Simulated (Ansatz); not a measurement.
Born–Oppenheimer molecular dynamics of F2Ge2H4 (8 atoms, charge 0, multiplicity 1). It starts from a relaxed structure.

Method: RKS PBE0-D4/def2-SVP in Ansatz.

```yaml
ensemble: NVT, Nosé–Hoover chain
time_step: 0.5 fs
steps_asked: 100
set_temperature: 300 K
thermostat: time constant 100 fs, chain length 3 (defaults)
seed: 439734
```

First frame:

```xyz
8
Properties=species:S:1:pos:R:3
Ge -0.059 0.079 0.037
Ge -0.003 -0.004 2.454
H -1.427 -0.252 2.974
H 0.928 -1.147 2.873
H 0.521 1.339 2.985
F 1.577 0.192 -0.541
H -0.865 1.149 -0.718
F -0.609 -1.462 -0.548
```

Problem. What does the run give?

Solution. The run went to its last step.

```
steps done                                               : 100
time covered                                             : 50 fs
mean temperature over the second half                    : 138 K
spread of the potential energy over the second half      : 3.9 meV per atom
mean potential energy of the second half above the start : 16.6 meV per atom
```

The conserved energy stayed within 0.041 meV per atom of its start (net change 0.037 meV per atom), so the integration is sound. The mean temperature of the second half is 54 % below the set value. A run of 0.05 ps of so small a system gives no equilibrium averages.

Problem. What happens to the structure?

Solution. The same pairs are bonded in the first frame and the last. Pairs count as bonded within 1.25 times the sum of covalent radii (0.12 Å more for H–H). Another seed would give other details.

Problem. How do temperature and energy run in time?

Solution. 
| time (fs) | T (K) | potential energy less start (eV) | conserved less start (meV/atom) |
| --- | --- | --- | --- |
| 0 | 300 | 0.000 | 0.00 |
| 4 | 221 | 0.061 | 0.03 |
| 8 | 130 | 0.132 | 0.03 |
| 12 | 110 | 0.148 | 0.04 |
| 16 | 205 | 0.075 | 0.01 |
| 20 | 231 | 0.056 | 0.02 |
| 24 | 174 | 0.101 | 0.02 |
| 28 | 95 | 0.163 | 0.03 |
| 32 | 112 | 0.151 | 0.03 |
| 36 | 177 | 0.102 | 0.02 |
| 40 | 201 | 0.085 | 0.01 |
| 44 | 147 | 0.129 | 0.02 |
| 48 | 94 | 0.172 | 0.03 |

Time of the run: 2.8 min on 2 threads of Intel(R) Xeon(R) 6975P-C (Granite Rapids) (shared host), peak memory 0.31 GiB.
